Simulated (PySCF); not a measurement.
Cartesian coordinates in Å; atom numbers follow the order of the lines, from 1:
```xyz
18

C     4.406   -0.970    1.191
C     3.262   -0.641    0.957
C     1.908   -0.295    0.640
N     1.348    0.682    1.353
C     0.104    1.067    1.131
C    -0.796    0.561    0.178
C    -2.173    1.152    0.103
C    -0.417   -0.475   -0.688
C    -1.395   -0.998   -1.700
P     1.163   -1.217   -0.665
H     5.420   -1.254    1.406
H    -0.252    1.879    1.779
H    -2.373    1.580   -0.892
H    -2.305    1.949    0.847
H    -2.947    0.389    0.282
H    -0.959   -1.806   -2.306
H    -1.724   -0.199   -2.384
H    -2.301   -1.391   -1.211
```

Geometry: PBE0-D3(BJ)/def2-SVP; GIAO absolute shieldings from PySCF 2.14.0 with density-fitted response routines, gas phase, non-relativistic, averaged over equivalent atoms.

At PBE0/pcSseg-1 (217 basis functions, 53 s wall time on 1 thread of an Arm Neoverse V2, shared host):
```json
{"atoms": "C8", "σ (ppm)": "-2.6"}
{"atoms": "C3", "σ (ppm)": "2.4"}
{"atoms": "C5", "σ (ppm)": "29.2"}
{"atoms": "C6", "σ (ppm)": "48.9"}
{"atoms": "C1", "σ (ppm)": "91.3"}
{"atoms": "C2", "σ (ppm)": "96.1"}
{"atoms": "C9", "σ (ppm)": "158.7"}
{"atoms": "C7", "σ (ppm)": "163.7"}
{"atoms": "N4", "σ (ppm)": "-120.0"}
{"atoms": "P10", "σ (ppm)": "79.1"}
{"atoms": "H12", "σ (ppm)": "22.55"}
{"atoms": "H11", "σ (ppm)": "27.51"}
{"atoms": "H16/H17/H18", "σ (ppm)": "28.70"}
{"atoms": "H13/H14/H15", "σ (ppm)": "28.98"}
```

Predict the values at CAM-B3LYP/pcSseg-1 on the same geometry.

Results:


```json
{"atoms": "C8", "σ at CAM-B3LYP/pcSseg-1": "-11.6", "change": "-9.0"}
{"atoms": "C3", "σ at CAM-B3LYP/pcSseg-1": "-7.1", "change": "-9.5"}
{"atoms": "C5", "σ at CAM-B3LYP/pcSseg-1": "23.7", "change": "-5.5"}
{"atoms": "C6", "σ at CAM-B3LYP/pcSseg-1": "42.3", "change": "-6.6"}
{"atoms": "C1", "σ at CAM-B3LYP/pcSseg-1": "90.5", "change": "-0.8"}
{"atoms": "C2", "σ at CAM-B3LYP/pcSseg-1": "95.0", "change": "-1.1"}
{"atoms": "C9", "σ at CAM-B3LYP/pcSseg-1": "158.0", "change": "-0.7"}
{"atoms": "C7", "σ at CAM-B3LYP/pcSseg-1": "162.3", "change": "-1.4"}
{"atoms": "N4", "σ at CAM-B3LYP/pcSseg-1": "-131.0", "change": "-11.0"}
{"atoms": "P10", "σ at CAM-B3LYP/pcSseg-1": "47.2", "change": "-31.9"}
{"atoms": "H12", "σ at CAM-B3LYP/pcSseg-1": "22.65", "change": "+0.10"}
{"atoms": "H11", "σ at CAM-B3LYP/pcSseg-1": "27.74", "change": "+0.23"}
{"atoms": "H16/H17/H18", "σ at CAM-B3LYP/pcSseg-1": "28.80", "change": "+0.10"}
{"atoms": "H13/H14/H15", "σ at CAM-B3LYP/pcSseg-1": "29.06", "change": "+0.08"}
```

The largest change is at P10 (phosphorus bonded to 2 C, in a 6-membered ring). Cost: 217 basis functions, 61 s wall time on 1 thread of an Arm Neoverse V2, shared host. The order of the carbon signals is the same at both levels.
